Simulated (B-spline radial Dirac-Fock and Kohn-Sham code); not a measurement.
# Ionisation energies of barium ions, computed and tabulated

Method: Dirac-Fock energy differences between relaxed states, corrected for Breit and QED terms. Computed with an atomic code on a B-spline grid. Each value is the difference of the configuration-average energies of two neighbouring ions in their tabulated ground configurations. Electron correlation is not included. NIST's values refer to the lowest levels; many for high charge states are themselves semi-empirical or theoretical. Where a p, d or f shell is open in either ion the computed value averages over both j values and all terms, while the table refers to the lowest levels; that difference holds spin-orbit splitting (largest in heavy or highly charged ions), term energies where several electrons share open shells, and correlation, and it can reach 10 % or more.

| ion | configuration | computed (eV) | NIST (eV) | kind | NIST − computed (eV) |
| --- | --- | --- | --- | --- | --- |
| Ba¹⁷⁺ | [Kr] 4d3 | 451.8 | 455 ± 3 | theoretical | +3.20 |
| Ba¹⁸⁺ | [Kr] 4d2 | 484.5 | 488 ± 3 | theoretical | +3.48 |
| Ba¹⁹⁺ | [Kr] 4d1 | 517.9 | 520 ± 4 | theoretical | +2.08 |
| Ba²⁰⁺ | [Ar] 3d10 4s2 4p6 | 652.1 | 646 ± 4 | theoretical | -6.14 |
| Ba²¹⁺ | [Ar] 3d10 4s2 4p5 | 687.2 | 679 ± 4 | theoretical | -8.25 |
| Ba²²⁺ | [Ar] 3d10 4s2 4p4 | 722.8 | 717 ± 4 | theoretical | -5.85 |
| Ba²³⁺ | [Ar] 3d10 4s2 4p3 | 758.9 | 752 ± 4 | theoretical | -6.94 |
| Ba²⁴⁺ | [Ar] 3d10 4s2 4p2 | 795.5 | 809 ± 4 | theoretical | +13.49 |
| Ba²⁵⁺ | [Ar] 3d10 4s2 4p1 | 832.6 | 846 ± 4 | theoretical | +13.44 |

**Question.** Where in this range is the largest relative jump, and why?

**Answer.** From Ba¹⁹⁺ (517.9 eV) to Ba²⁰⁺ (652.1 eV), a factor of 1.26. The configuration goes from [Kr] 4d1 to [Ar] 3d10 4s2 4p6, so the next electron comes out of a deeper subshell.
